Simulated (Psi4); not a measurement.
scandium atom (Sc), doublet (typed; the unrestricted solution is spin-contaminated); CAM-B3LYP/def2-SVP (Psi4).

Here is a job for Psi4.
```
memory 2 GB

molecule mol {
0 2
Sc    0.000000    0.000000    0.000000
}

set {
  basis def2-svp
  reference uks
  basis_guess true
}

energy('cam-b3lyp')
print_variables()
```

Question: Write the output that Psi4 gives for this input, abridged.

Answer: 
```
  //>>>>>>>>>>>>>>>>>>>>>>>>>>>>>>>>>>>//
  //    Guess SCF, def2-sv_p_ Basis    //
  //<<<<<<<<<<<<<<<<<<<<<<<<<<<<<<<<<<<//

   => Loading Basis Set <=

    Name: DEF2-SV_P_
    Role: ORBITAL
    Keyword: BASIS

         ---------------------------------------------------------
                           SCF Castup computation
         ---------------------------------------------------------
                                   SCF
               by Justin Turney, Rob Parrish, Andy Simmonett
                          and Daniel G. A. Smith
                              UKS Reference
         ---------------------------------------------------------

  ==> Geometry <==

    Molecular point group: d2h
    Geometry (in Angstrom), charge = 0, multiplicity = 2:

       Center              X                  Y                   Z               Mass
    ------------   -----------------  -----------------  -----------------  -----------------
         SC           0.000000000000     0.000000000000     0.000000000000    44.955908280000

  Running in d2h symmetry.

  Rotational constants: A = ************  B = ************  C = ************ [cm^-1]
  Rotational constants: A = ************  B = ************  C = ************ [MHz]
  Nuclear repulsion =    0.000000000000000

  Charge       = 0
  Multiplicity = 2
  Electrons    = 21
  Nalpha       = 11
  Nbeta        = 10

  ==> Algorithm <==

  SCF Algorithm Type is DF.
  DIIS enabled.
  MOM disabled.
  Fractional occupation disabled.
  Guess Type is CORE.
  Energy threshold   = 1.00e-06
  Density threshold  = 1.00e-06
  Integral threshold = 1.00e-12

  ==> Primary Basis <==

  Basis Set: DEF2-SV_P_
    Blend: DEF2-SV_P_
    Number of shells: 10
    Number of basis functions: 24
    Number of Cartesian functions: 26
    Spherical Harmonics?: true
    Max angular momentum: 2

  ==> DFT Potential <==

   => LibXC <=

    Version 7.1.2
    S. Lehtola, C. Steigemann, M. J. T. Oliveira, and M. A. L. Marques,  SoftwareX 7, 1–5 (2018) (10.1016/j.softx.2017.11.002)

   => Composite Functional: CAM-B3LYP <=

    CAM-B3LYP Hyb-GGA Exchange-Correlation Functional

    T. Yanai, D. P. Tew, and N. C. Handy,  Chem. Phys. Lett. 393, 51 (2004) (10.1016/j.cplett.2004.06.011)

    Deriv               =              1
    GGA                 =           TRUE
    Meta                =          FALSE

    Exchange Hybrid     =           TRUE
    MP2 Hybrid          =          FALSE

   => Exchange Functionals <=

    0.3500         Becke 88 [omega = 0.3300]
    0.4600   Short-range recipe for B88 functional - erf [omega = 0.3300]

   => Exact (HF) Exchange <=

    0.4600            HF,LR [omega = 0.3300]
    0.1900               HF

   => Correlation Functionals <=

    0.1900   Vosko, Wilk & Nusair (VWN5)
    0.8100   Lee, Yang & Parr

   => LibXC Density Thresholds  <==

    XC_HYB_GGA_XC_CAM_B3LYP:  1.00E-14

   => Molecular Quadrature <=

    Radial Scheme          =       TREUTLER
    Pruning Scheme         =           NONE
    Nuclear Scheme         =       TREUTLER

    Blocking Scheme        =         OCTREE
    BS radius alpha        =              1
    Pruning alpha          =              1
    Radial Points          =             75
    Spherical Points       =            302
    Total Points           =          21436
    Total Blocks           =            247
    Max Points             =            251
    Max Functions          =             24
    Weights Tolerance      =       1.00E-15

   => Loading Basis Set <=

    Name: (DEF2-SV_P_ AUX)
    Role: JKFIT
    Keyword: DF_BASIS_SCF

  ==> Integral Setup <==

  SCF_SUBTYPE=INCORE selected. In-core MEM_DF algorithm will be used.
  Using in-core AOs.

  ==> MemDFJK: Density-Fitted J/K Matrices <==

    J tasked:                   Yes
    K tasked:                   Yes
    wK tasked:                  Yes
    Omega:                3.300E-01
    Algorithm:                 Core
    Schwarz Cutoff:           1E-12
    Mask sparsity (%):       0.0000
    Fitting Condition:        1E-10

   => Auxiliary Basis Set <=

  Basis Set: (DEF2-SV_P_ AUX)
    Blend: DEF2-UNIVERSAL-JKFIT
    Number of shells: 58
    Number of basis functions: 264
    Number of Cartesian functions: 377
    Spherical Harmonics?: true
    Max angular momentum: 6

  Minimum eigenvalue in the overlap matrix is 1.2322064232E-01.
  Reciprocal condition number of the overlap matrix is 5.8059022111E-02.
    Using symmetric orthogonalization.

  ==> Pre-Iterations <==

  SCF Guess: Core (One-Electron) Hamiltonian.

   -------------------------------------------------------
    Irrep   Nso     Nmo     Nalpha   Nbeta   Ndocc  Nsocc
   -------------------------------------------------------
     Ag         9       9       3       3       3       0
     B1g        2       2       1       1       1       0
     B2g        2       2       0       0       0       0
     B3g        2       2       1       0       0       1
     Au         0       0       0       0       0       0
     B1u        3       3       2       2       2       0
     B2u        3       3       2       2       2       0
     B3u        3       3       2       2       2       0
   -------------------------------------------------------
    Total      24      24      11      10      10       1
   -------------------------------------------------------

  ==> Iterations <==

                           Total Energy        Delta E     RMS |[F,P]|

    Occupation by irrep:
             Ag   B1g   B2g   B3g    Au   B1u   B2u   B3u
    DOCC [     4,    0,    0,    0,    0,    2,    2,    2 ]
    SOCC [     1,    0,    0,    0,    0,    0,    0,    0 ]
    NA   [     5,    0,    0,    0,    0,    2,    2,    2 ]
    NB   [     4,    0,    0,    0,    0,    2,    2,    2 ]

   @DF-UKS iter   1:  -758.61913161040331   -7.58619e+02   8.54761e-02 DIIS/ADIIS
    Occupation by irrep:
             Ag   B1g   B2g   B3g    Au   B1u   B2u   B3u
[...]
  @DF-UKS Final Energy:  -760.47558175209099
    Total Energy =                       -760.4755817520909886
[...]
  Reciprocal condition number of the overlap matrix is 5.8059022111E-02.
    Using symmetric orthogonalization.

  ==> Pre-Iterations <==

  SCF Guess: Orbitals guess was supplied from a previous computation.

   -------------------------------------------------------
    Irrep   Nso     Nmo     Nalpha   Nbeta   Ndocc  Nsocc
   -------------------------------------------------------
Warning! Irrep has more beta than alpha electrons in symmetry 1 orbitals.
Warning! Irrep has more beta than alpha electrons in symmetry 1 orbitals.
     Ag         9       9       4       3       3       1
Warning! Irrep has more beta than alpha electrons in symmetry 1 orbitals.
Warning! Irrep has more beta than alpha electrons in symmetry 1 orbitals.
     B1g        2       2       0       1       0       1
Warning! Irrep has more beta than alpha electrons in symmetry 1 orbitals.
Warning! Irrep has more beta than alpha electrons in symmetry 1 orbitals.
     B2g        2       2       0       0       0       0
Warning! Irrep has more beta than alpha electrons in symmetry 1 orbitals.
Warning! Irrep has more beta than alpha electrons in symmetry 1 orbitals.
     B3g        2       2       1       0       0       1
Warning! Irrep has more beta than alpha electrons in symmetry 1 orbitals.
Warning! Irrep has more beta than alpha electrons in symmetry 1 orbitals.
     Au         1       1       0       0       0       0
Warning! Irrep has more beta than alpha electrons in symmetry 1 orbitals.
Warning! Irrep has more beta than alpha electrons in symmetry 1 orbitals.
     B1u        5       5       2       2       2       0
Warning! Irrep has more beta than alpha electrons in symmetry 1 orbitals.
Warning! Irrep has more beta than alpha electrons in symmetry 1 orbitals.
     B2u        5       5       2       2       2       0
Warning! Irrep has more beta than alpha electrons in symmetry 1 orbitals.
Warning! Irrep has more beta than alpha electrons in symmetry 1 orbitals.
     B3u        5       5       2       2       2       0
   -------------------------------------------------------
    Total      31      31      11      10      10       1
   -------------------------------------------------------

  ==> Iterations <==

                           Total Energy        Delta E     RMS |[F,P]|

   @DF-UKS iter   0:  -760.47558175210202   -7.60476e+02   2.97329e-03
   @DF-UKS iter   1:  -760.47630575295830   -7.24001e-04   3.02882e-04 DIIS/ADIIS
   @DF-UKS iter   2:  -760.47631346945639   -7.71650e-06   3.38034e-05 DIIS
   @DF-UKS iter   3:  -760.47631358841761   -1.18961e-07   3.92159e-06 DIIS
   @DF-UKS iter   4:  -760.47631359411423   -5.69662e-09   1.59320e-06 DIIS
   @DF-UKS iter   5:  -760.47631359644151   -2.32728e-09   5.07898e-07 DIIS
  Energy and wave function converged.

  ==> Post-Iterations <==

   Electrons on quadrature grid:
      Nalpha   =   11.0000002343 ; deviation = 2.343e-07
      Nbeta    =   10.0000002341 ; deviation = 2.341e-07
      Ntotal   =   21.0000004684 ; deviation = 4.684e-07

   @Spin Contamination Metric:   1.000849214E+00
   @S^2 Expected:                7.500000000E-01
   @S^2 Observed:                1.750849214E+00
   @S   Expected:                5.000000000E-01
   @S   Observed:                5.000000000E-01

    Orbital Energies [Eh]
    ---------------------

    Alpha Occupied:

[...]
    Alpha Virtual:

[...]
    Beta Occupied:

[...]
       1B1g   -0.107379

    Beta Virtual:

[...]
    Final Occupation by Irrep:
             Ag   B1g   B2g   B3g    Au   B1u   B2u   B3u
Warning! Irrep has more beta than alpha electrons in symmetry 1 orbitals.
Warning! Irrep has more beta than alpha electrons in symmetry 1 orbitals.
    DOCC [     3,    0,    0,    0,    0,    2,    2,    2 ]
    SOCC [     1,    1,    0,    1,    0,    0,    0,    0 ]
    NA   [     4,    0,    0,    1,    0,    2,    2,    2 ]
    NB   [     3,    1,    0,    0,    0,    2,    2,    2 ]

  @DF-UKS Final Energy:  -760.47631359644151

   => Energetics <=

    Nuclear Repulsion Energy =              0.0000000000000000
    One-Electron Energy =               -1043.7420256135048930
    Two-Electron Energy =                 313.4849860105235848
    DFT Exchange-Correlation Energy =     -30.2192739934602201
    Empirical Dispersion Energy =           0.0000000000000000
    VV10 Nonlocal Energy =                  0.0000000000000000
    Total Energy =                       -760.4763135964415142

  UHF NO Occupations:
  HONO-2 :    2B2u 1.9998202
  HONO-1 :    1B3g 1.0000000
  HONO-0 :    1B1g 1.0000000
  LUNO+0 :    4 Ag 1.0000000
  LUNO+1 :    3B2u 0.0001798
  LUNO+2 :    5 Ag 0.0001441
  LUNO+3 :    3B1u 0.0000577

Computation Completed

Properties will be evaluated at   0.000000,   0.000000,   0.000000 [a0]

Properties computed using the SCF density matrix

 Multipole Moments:

 ------------------------------------------------------------------------------------
     Multipole            Electronic (a.u.)      Nuclear  (a.u.)        Total (a.u.)
 ------------------------------------------------------------------------------------

 L = 1.  Multiply by 2.5417464519 to convert [e a0] to [Debye]
 Dipole X            :          0.0000000            0.0000000            0.0000000
 Dipole Y            :          0.0000000            0.0000000            0.0000000
 Dipole Z            :          0.0000000            0.0000000            0.0000000
 Magnitude           :                                                    0.0000000

 ------------------------------------------------------------------------------------
Warning! Irrep has more beta than alpha electrons in symmetry 1 orbitals.
Warning! Irrep has more beta than alpha electrons in symmetry 1 orbitals.

  Variable Map:
  ----------------------------------------------------------------------------
[...]
  Array Variable Map:
  ----------------------------------------------------------------------------
[...]
[...]
```
